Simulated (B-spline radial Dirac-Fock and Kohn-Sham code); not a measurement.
# K-line shifts caused by a second vacancy in Tb³⁺

System: Tb³⁺, configuration [Xe] 4f8, inside a Watson sphere of charge -3 and radius 2.4 Å (a model of the Madelung potential; inside it an electron's potential energy is raised by 18.0 eV).

Input of the calculation (task.json; shells as n, l, electrons):

```json
{"items": [{
  "Z": 65,
  "q": 3,
  "cfg": [[1, 0, 2], [2, 0, 2], [2, 1, 6], [3, 0, 2], [3, 1, 6], [3, 2, 10], [4, 0, 2], [4, 1, 6], [4, 2, 10], [4, 3, 8], [5, 0, 2], [5, 1, 6]],
  "A": 159,
  "rrms": 5.06,
  "watson": [-3, 2.4],
  "do": ["binding", "quiet", "double"]
}]}
```

Launch: `python xray_run.py task.json out`

The computed values come from a B-spline atomic structure program: ΔSCF Dirac-Fock with Breit, self-energy and vacuum polarisation, finite nucleus, configuration average. Each two-hole energy is an average over J within one jj subconfiguration, not an observable level; in light atoms, where LS coupling holds, the j-resolved values are not observed lines, and for a K spectator the Kα1 hypersatellite is nearly forbidden. The model has no electron correlation.

Lines without a spectator: Kα2 (K-L2) 43741.2 eV, Kα1 (K-L3) 44479.1 eV, Kβ3 (K-M2) 50225.0 eV, Kβ1 (K-M3) 50379.7 eV. Shifts in eV with one spectator hole (a dash: not computed, or left out as unreliable):

```csv
spectator hole,Kα2,Kα1,Kβ3,Kβ1
K (1s),+813.4,+859.5,+1048.0,+1058.5
L2 (2p1/2),+98.5,+129.1,–,+256.7
L3 (2p3/2),+83.0,+87.6,+207.3,–
M2 (3p1/2),–,+18.78,+38.7,+46.0
M3 (3p3/2),+11.64,–,+35.5,+35.4
M4 (3d3/2),+3.64,+0.28,–,–
M5 (3d5/2),-0.99,+2.21,–,–
```
